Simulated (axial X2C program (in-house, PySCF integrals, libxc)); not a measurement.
## SbTe⁻: bond constants with and without spin–orbit coupling

Calculated with an in-house all-electron X2C program for linear molecules (integrals from PySCF). Spin-free means the one-electron spin-free X2C Hamiltonian; two-component (2c) means X2C with spin–orbit coupling and atomic mean-field two-electron Coulomb and Gaunt terms, so the difference of the two also holds small scalar two-electron terms. Basis: Te dyall-acv3z [12s13p9d5f1g], Sb dyall-acv3z [12s13p9d5f1g] (cores contracted in-house); Gaussian nuclei, density fitting, unrestricted open shells. Masses: Te 129.906 u, Sb 120.904 u.

State, spin-free: M_S = 1, Λ = 0 (beyond evenly filled blocks: π+α, π-α); electrons by block: σα: 21, σβ: 21, π+α: 12, π+β: 11, π-α: 12, π-β: 11, δ+α: 4, δ+β: 4, δ-α: 4, δ-β: 4. Fragments: Te- + Sb.

State, 2c: Ω = 1 (⟨Sz⟩ = 0.99, ⟨Lz⟩ = 0.01 at PBE0); electrons by block: 1/2: 32, -1/2: 33, 3/2: 16, -3/2: 15, 5/2: 4, -5/2: 4. Fragments: Te- + Sb.

```json
{"Hamiltonian": "spin-free", "level": "PBE0", "Re (Å)": "2.639", "ωe (cm⁻¹)": "224.3", "ωexe (cm⁻¹)": "0.408", "De (eV)": "2.74", "D0 (eV)": "2.73", "μ (D)": "0.62"}
{"Hamiltonian": "spin-free", "level": "HF", "Re (Å)": "2.666", "ωe (cm⁻¹)": "215.2", "ωexe (cm⁻¹)": "n/a", "De (eV)": "1.12", "D0 (eV)": "1.11", "μ (D)": "1.98"}
{"Hamiltonian": "spin-free", "level": "CCSD", "Re (Å)": "2.666", "ωe (cm⁻¹)": "218.4", "ωexe (cm⁻¹)": "0.354", "De (eV)": "2.30", "D0 (eV)": "2.28", "μ (D)": "n/a"}
{"Hamiltonian": "spin-free", "level": "CCSD(T)", "Re (Å)": "2.673", "ωe (cm⁻¹)": "217.1", "ωexe (cm⁻¹)": "n/a", "De (eV)": "2.44", "D0 (eV)": "2.43", "μ (D)": "n/a"}
{"Hamiltonian": "spin-free", "level": "PW91", "Re (Å)": "2.671", "ωe (cm⁻¹)": "211.0", "ωexe (cm⁻¹)": "0.405", "De (eV)": "3.00", "D0 (eV)": "2.98", "μ (D)": "0.30"}
{"Hamiltonian": "2c", "level": "PBE0", "Re (Å)": "2.645", "ωe (cm⁻¹)": "220.5", "ωexe (cm⁻¹)": "0.437", "De (eV)": "2.55", "D0 (eV)": "2.54", "μ (D)": "0.57"}
{"Hamiltonian": "2c", "level": "PW91", "Re (Å)": "2.677", "ωe (cm⁻¹)": "207.6", "ωexe (cm⁻¹)": "0.425", "De (eV)": "2.79", "D0 (eV)": "2.78", "μ (D)": "0.26"}
```

Correlated methods: 12 electrons correlated (number of frozen shells: Te 4 s, 3 p, 2 d; Sb 4 s, 3 p, 2 d), 370 virtual spin orbitals or spinors in MP2, 89 natural virtuals in coupled cluster.

Dipoles are positive if Sb is the positive end and refer to the centre of mass.

Occupations by symmetry block were frozen at the best pattern of an incomplete PBE0 search. Dissociation energies refer to the lowest single-determinant-based atoms at the same level and basis. Density functionals use the spin component along the axis (collinear). CCSD and (T) use frozen natural virtuals with an MP2 correction for the truncation; (T) itself is uncorrected, so its De runs slightly low. Other states lie close and PBE0, whose exact exchange favours high spin, may order them wrongly; the determinant shown need not be the ground state. The nearest other spin-free determinant of the search, M_S = 0, Λ = 2, lies 0.53 eV up at the distance of the search. Without a current term, density functionals place determinants with orbital angular momentum somewhat too high. With several unpaired electrons one determinant need not be a pure state. Open-shell Ω = 0 determinants with evenly filled partner blocks cannot be reached by this program, so the Ω shown need not be the lowest component. This is the Ω = 1 component of a π² triplet; the 0⁺ component is not one determinant and can lie lowest. The highest occupied level of some functionals is positive through self-interaction error; at Hartree–Fock it is bound. The determinant is spin-polarised beyond a pure state at some levels (its spin-free form has ⟨S²⟩ too high), which makes Re and μ there less reliable. With the outer-core shells frozen, correlated bond lengths of heavy atoms tend to come out a few hundredths of an ångström too long. Hartree–Fock gets electron affinities wrong, so its lowest charge split need not be the true one.

No reliable constants came from CCSD (2c), CCSD(T) (2c), HF (2c), MP2 (2c), MP2 (spin-free): no minimum in range, unconverged points, a curve that is not smooth, a change of character along it, or the two Hamiltonians disagreeing along it.

Rough cost a point (2c) on 1 thread(s) of a shared host, integrals apart: PBE0 4 s, PW91 1 s.
